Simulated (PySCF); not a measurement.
**A series of related molecules**

The calculation used TDDFT CAM-B3LYP/aug-cc-pVDZ excited states, vertical, gas phase (PySCF). Geometry: PBE0-D3(BJ)/def2-SVP.

Each molecule in one low-energy conformer. The parent is c1ccc2[se]nnc2c1.

The calculation is non-relativistic, which matters for the atoms heavier than Zn.

Problem. How does the largest two-photon cross section among the few lowest singlets (linear parallel light, single beam, Lorentzian half width 0.1 eV, states within 0.08 eV summed) change along this series?
- c1ccc2[se]nnc2c1 (base)
- c1cc2[se]nnc2cn1 (CH replaced by N)
- Clc1cccc2[se]nnc12 (H replaced by Cl)
- c1cc2nn[se]c2cn1 (CH replaced by N)

Solution. 
| molecule | S1 (eV) | f(S1) | largest σ (GM) | at photon λ (nm) |
| --- | --- | --- | --- | --- |
| c1ccc2[se]nnc2c1 | 3.64 | 0.001 | 1.0 | 489 |
| c1cc2[se]nnc2cn1 | 3.67 | 0.001 | 1.1 | 486 |
| Clc1cccc2[se]nnc12 | 3.57 | 0.001 | 1.8 | 509 |
| c1cc2nn[se]c2cn1 | 3.52 | 0.001 | 0.7 | 475 |

The largest two-photon cross section among the few lowest singlets (linear parallel light, single beam, Lorentzian half width 0.1 eV, states within 0.08 eV summed) is lowest for c1cc2nn[se]c2cn1 and highest for Clc1cccc2[se]nnc12.
